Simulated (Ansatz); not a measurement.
## Ansatz (development build ahead of 0.2.0) run

```yaml
crystal:
  periodic: [false, false, false]
  atoms:
    - { symbol: H, position_ang: [2.25316, 0.00327, 0.0026] }
    - { symbol: H, position_ang: [2.01722, 0.98089, -0.00422] }
    - { symbol: H, position_ang: [1.39303, 1.76412, -0.00393] }
    - { symbol: H, position_ang: [0.50843, 2.19571, -0.00174] }
    - { symbol: H, position_ang: [-0.50226, 2.20138, -0.00899] }
    - { symbol: H, position_ang: [-1.39327, 1.75999, 0.00865] }
    - { symbol: H, position_ang: [-2.03194, 0.96713, 0.00175] }
    - { symbol: H, position_ang: [-2.24898, -0.00659, 0.00784] }
    - { symbol: H, position_ang: [-2.0209, -0.96675, -0.00013] }
    - { symbol: H, position_ang: [-1.3932, -1.75304, 0.00521] }
    - { symbol: H, position_ang: [-0.49071, -2.19101, 0.00866] }
    - { symbol: H, position_ang: [0.49145, -2.18468, 0.00316] }
    - { symbol: H, position_ang: [1.40058, -1.76781, -0.00443] }
    - { symbol: H, position_ang: [2.02526, -0.97188, -0.0094] }
basis:
  gaussian: { orbitals: "6-31G" }
hamiltonian:
  xc: hf
```

The input is written out in the form of the current development build from the run's settings.

Results

```
Converged                       : yes
Total energy                    : -7.50872 hartree
Spin squared of the determinant : 0.000
```

Caution: stretched shape with no unrestricted run beside it, a lower state can exist.
